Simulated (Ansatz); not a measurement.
Mulliken charges of `C[O][GeH]([F])[SH]` from r2SCAN/def2-TZVPP in Ansatz (PBE0-D4/def2-TZVP geometry).

| atom | x (Å) | y (Å) | z (Å) | charge (e) |
| --- | --- | --- | --- | --- |
| C1 | 0.353 | -1.194 | 1.079 | -0.002 |
| O2 | 0.720 | -0.180 | 0.161 | -0.413 |
| Ge3 | -0.508 | 0.512 | -0.888 | 0.771 |
| F4 | -1.800 | 0.991 | 0.173 | -0.376 |
| S5 | 0.400 | 2.246 | -1.861 | -0.297 |
| H6 | -0.021 | -2.090 | 0.568 | 0.056 |
| H7 | -0.408 | -0.847 | 1.784 | 0.079 |
| H8 | 1.250 | -1.469 | 1.637 | 0.063 |
| H9 | -1.136 | -0.478 | -1.875 | -0.007 |
| H10 | 1.150 | 2.508 | -0.777 | 0.126 |

By hand: the dipole of these point charges (1 e Å = 4.8032 D).

Σ q r = (0.066, -0.525, -0.075) e Å, of length 0.534 e Å = 2.56 D.

How does the dipole of the full density compare? (Best estimate.)

Computed: (0.149, -0.287, -0.002) e Å, 1.55 D; the point charges give 1.65 times that, at 22° from its direction.

Point charges leave out the atoms' own dipoles, such as those of lone pairs, and Mulliken's split depends on the basis, so the two needn't agree.
